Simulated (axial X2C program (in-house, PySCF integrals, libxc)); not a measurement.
RuN⁺ at several levels of theory

Calculated with an axial X2C code built on PySCF integrals. Spin-free means the one-electron spin-free X2C Hamiltonian; two-component (2c) means X2C with spin–orbit coupling and atomic mean-field two-electron Coulomb and Gaunt terms, so the difference of the two also holds small scalar two-electron terms. Basis: Ru dyall-cv3z [12s12p8d5f3g], N dyall-av3z [7s7p3d2f] (cores contracted in-house); Gaussian nuclei, density fitting, unrestricted open shells. Masses: Ru 101.904 u, N 14.003 u.

Input:
```json
{
 "zs": [
  44,
  7
 ],
 "q": 1,
 "bas": [
  "dyall-cv3z",
  "dyall-av3z"
 ],
 "levels": [
  "PBE0",
  "HF",
  "BHandHLYP"
 ],
 "cc": true,
 "r0": 1.74,
 "thr": -2.0,
 "nmax": 90,
 "npts": 10,
 "nst": 2,
 "ntry": 6
}
```
```bash
python so2c.py task.json out
```

Keys: zs atomic numbers; q charge; bas basis sets; levels methods; cc coupled cluster on or off; r0 starting distance in Å; thr threshold in hartree for freezing inner shells (an s shell follows its p shell); nmax most natural virtual spinors; npts points on the curve; nst determinants followed; ntry starts of the search. HF also brings MP2.

State, spin-free: M_S = 0, Λ = 0 (closed shell); electrons by block: σα: 11, σβ: 11, π+α: 5, π+β: 5, π-α: 5, π-β: 5, δ+α: 2, δ+β: 2, δ-α: 2, δ-β: 2. Fragments: Ru+ + N.

State, 2c: Ω = 0 (closed shell); electrons by block: 1/2: 16, -1/2: 16, 3/2: 7, -3/2: 7, 5/2: 2, -5/2: 2. Fragments: Ru+ + N.

| Hamiltonian | level | Re (Å) | ωe (cm⁻¹) | ωexe (cm⁻¹) | Be (cm⁻¹) | αe (cm⁻¹) | De (eV) | D0 (eV) | k (mdyn/Å) | μ (D) |
| --- | --- | --- | --- | --- | --- | --- | --- | --- | --- | --- |
| spin-free | PBE0 | 1.515 | 1327.3 | 4.08 | 0.5967 | 0.00266 | 4.62 | 4.54 | 12.8 | -2.48 |
| spin-free | HF | 1.470 | 1472.2 | 3.59 | 0.6338 | 0.0025 | -1.95 | -2.05 | 15.7 | -3.11 |
| spin-free | CCSD | 1.527 | 1273.8 | 4.76 | 0.5872 | 0.00282 | 3.90 | 3.82 | 11.8 | n/a |
| spin-free | CCSD(T) | 1.546 | 1200.6 | 4.94 | 0.5731 | 0.003 | n/a | n/a | 10.5 | n/a |
| spin-free | BHandHLYP | 1.501 | 1372.5 | 3.94 | 0.6081 | 0.00257 | 2.92 | 2.84 | 13.7 | -2.69 |
| 2c | PBE0 | 1.515 | 1326.1 | 4.13 | 0.5967 | 0.00267 | n/a | n/a | 12.8 | -2.48 |

Correlated methods: 12 electrons correlated (number of frozen shells: Ru 4 s, 3 p, 1 d; N 1 s), 292 virtual spin orbitals or spinors in MP2, 90 natural virtuals in coupled cluster.

Dipoles are positive if N is the positive end and refer to the centre of mass.

The state is a single determinant with fixed occupations, the lowest that a limited PBE0 search found. Closed shells are restricted here (equal orbitals for both partners); the stretched side of such a curve lies too high. De is counted from the lowest determinant-based energies of the atoms at the same level, without counterpoise correction. De is not given where an atomic determinant may have missed its ground term or J level, or where the truncated virtual space spoils (T). CCSD and (T) use frozen natural virtuals with an MP2 correction for the truncation; (T) itself is uncorrected, so its De runs slightly low. The functionals have no current-density term, which raises determinants with orbital currents, atoms included.

No reliable constants came from BHandHLYP (2c), CCSD (2c), CCSD(T) (2c), HF (2c), MP2 (2c), MP2 (spin-free): no minimum in range, unconverged points, a curve that is not smooth, a change of character along it, or the two Hamiltonians disagreeing along it.

Rough cost a point (2c) on 1 thread(s) of a shared host, integrals apart: PBE0 0.5 s.

The whole task took 3.6 min on 1 thread of Intel(R) Xeon(R) Platinum 8488C (Sapphire Rapids) (shared host).
